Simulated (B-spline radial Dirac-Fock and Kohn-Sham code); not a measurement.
Internal conversion coefficients of Ga at 416 keV

Z = 31 (gallium), transition energy 416 keV. Model: a Dirac-Hartree-Slater potential of the neutral atom with a Latter tail (no hole, which puts coefficients of high multipoles low close above an edge), finite nucleus with surface currents. Program: a radial atomic solver. Subshells that would emit electrons below 1 keV are left out.

| subshell | electron energy (keV) | E1 | E2 | M1 | M2 | M3 |
| --- | --- | --- | --- | --- | --- | --- |
| K | 405.63 | 0.000928 | 0.00350 | 0.00171 | 0.00611 | 0.0203 |
| L1 | 414.70 | 9.06e-05 | 0.000341 | 0.000170 | 0.000623 | 0.00213 |
| L2 | 414.86 | 1.22e-06 | 1.30e-05 | 3.07e-06 | 2.06e-05 | 0.000112 |
| L3 | 414.88 | 2.17e-06 | 1.39e-05 | 1.54e-06 | 8.82e-06 | 7.53e-05 |
| M1 | 415.84 | 1.37e-05 | 5.16e-05 | 2.59e-05 | 9.50e-05 | 0.000325 |
| M2 | 415.90 | 1.83e-07 | 1.95e-06 | 4.62e-07 | 3.10e-06 | 1.69e-05 |
| M3 | 415.90 | 3.25e-07 | 2.09e-06 | 2.30e-07 | 1.32e-06 | 1.13e-05 |
| M4 | 415.97 | 2.45e-10 | 1.33e-09 | 2.11e-10 | 1.68e-09 | 2.00e-08 |
| M5 | 415.97 | 4.17e-10 | 1.62e-09 | 2.82e-10 | 8.49e-10 | 4.77e-09 |
| total |  | 0.00104 | 0.00393 | 0.00191 | 0.00687 | 0.0230 |

Question: For a pure M3 transition, what fraction of decays emits a photon?

Answer: 1/(1 + α) = 0.977 with the total α = 0.0230; the total includes the outer subshells that are not listed.

Values without a named source are computed, but for edge energies of neutral atoms, which are taken from tables.
